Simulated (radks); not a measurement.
Results of a calculation; reference values are marked as such.
Valence configurations of Br+ (all share [Ar]). Code: a radial shooting solver on a logarithmic mesh with Libxc functionals. Model: Dirac Kohn-Sham, PBE, spin-unpolarised, spherical densities, finite nucleus; open shells fill j = l - 1/2 first; Fermi nuclear charge, rms radius 4.1629 fm. Energies are relative to 3d10 4s2 4p4; eigenvalues in eV.

valence           E (eV)  e(3d3/2)  e(3d5/2)  e(4p1/2)  e(4p3/2)  e(4s1/2)
3d10 4s2 4p4       0.000   -78.426   -77.340   -17.802   -17.233   -30.324
3d10 4s1 4p5      13.177   -80.045   -78.957   -18.498   -17.912   -31.174
3d10 4p6          26.521   -81.611   -80.522   -19.163   -18.559         -
3d9 4s1 4p6       79.659   -92.852   -91.707   -20.379   -19.704   -33.865
3d9.5 4s2 4p4.5   31.409   -84.821   -83.707   -18.769   -18.156   -31.714
3d9.5 4s1 4p5.5   45.048   -86.387   -85.271   -19.441   -18.811   -32.530
3d10 4s1.5 4p4.5   6.567   -79.243   -78.156   -18.154   -17.577   -30.754
3d9 4s2 4p5       65.572   -91.335   -90.192   -19.728   -19.070   -33.081
3d9.5 4s1.5 4p5   38.209   -85.611   -84.495   -19.109   -18.487   -32.127
3d9.5 4s0.5 4p6   51.927   -87.152   -86.035   -19.767   -19.128   -32.923

NIST lists [Ar] 3d10 4s2 4p4 as the ground configuration; this level of theory agrees among the configurations tried. The energies are those of spherical spin-averaged densities, not of single terms.
